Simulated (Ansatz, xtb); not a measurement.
**H6Si2Sn: where a starting geometry ends**

The starting geometry of this gas-phase singlet has its atoms placed at random.

```yaml
atoms:
  - { symbol: Si, position_ang: [0.1170, -0.7685, -1.1712] }
  - { symbol: Si, position_ang: [-1.0498, 0.6510, 0.6499] }
  - { symbol: Sn, position_ang: [1.7990, -0.4548, 0.9674] }
  - { symbol: H, position_ang: [-0.0734, -0.5440, 1.1268] }
  - { symbol: H, position_ang: [0.9255, -0.0990, -2.0367] }
  - { symbol: H, position_ang: [0.6966, -0.0227, -0.0803] }
  - { symbol: H, position_ang: [-0.5899, 0.4000, -2.0216] }
  - { symbol: H, position_ang: [-1.4072, -0.4325, 1.3659] }
  - { symbol: H, position_ang: [-0.3170, 1.7781, -0.6615] }
```

Problem. One run relaxed it with r2SCAN-D4/def2-SVP. What is a likely outcome?

Solution. It ends as a structure with H6 bridging Si2 and Si1, given below by its coordinates. Distances that change by over a tenth: Si1–H5 (1.36 → 1.50 Å), Si1–H6 (1.44 → 1.69 Å), Si2–H8 (1.35 → 1.50 Å). Contacts that open: Si2–H4 (1.62 → 2.94 Å), Sn3–H6 (1.58 → 3.47 Å). Contacts that close: Si1–Si2 (2.59 → 2.52 Å), Si2–Sn3 (3.07 → 2.65 Å), Si2–H6 (2.01 → 1.69 Å), Si2–H9 (1.88 → 1.50 Å).

The energy falls by 9.29 eV over 22 steps:

| step | E − E(last) (eV) |
| --- | --- |
| 1 | 9.294 |
| 3 | 4.621 |
| 6 | 2.459 |
| 8 | 1.877 |
| 10 | 1.396 |
| 13 | 0.531 |
| 15 | 0.178 |
| 17 | 0.024 |
| 20 | 0.000 |
| 22 | 0.000 |

Final geometry (Å):

```xyz
9

Si    0.5825   -0.5561   -1.1677
Si   -0.3773    0.9841    0.5773
Sn    1.5456   -0.6926    1.2996
H     0.1309   -1.7711    1.4705
H     1.2210    0.2352   -2.2670
H    -0.6397    0.6113   -1.0546
H    -0.3922   -1.5169   -1.7703
H    -1.8360    0.8011    0.8513
H    -0.1340    2.4125    0.1997
```

From the same start GFN2-xTB ends elsewhere, differing in Si1–Si2 (4.78 against 2.52 Å here), Si1–H6 (2.71 against 1.69 Å here), Si2–H6 (2.68 against 1.69 Å here), Sn3–H4 (2.24 against 1.79 Å here).

From so rough a start the end depends on the optimiser's path, so another program may land elsewhere. No frequencies were run, so the end isn't proven a minimum. Atoms past krypton carry core potentials, without spin–orbit terms. Run with Ansatz 0.2.0, 47 s on 2 threads of Intel(R) Xeon(R) Platinum 8259CL CPU @ 2.50GHz (Skylake/Cascade Lake), on a shared host.
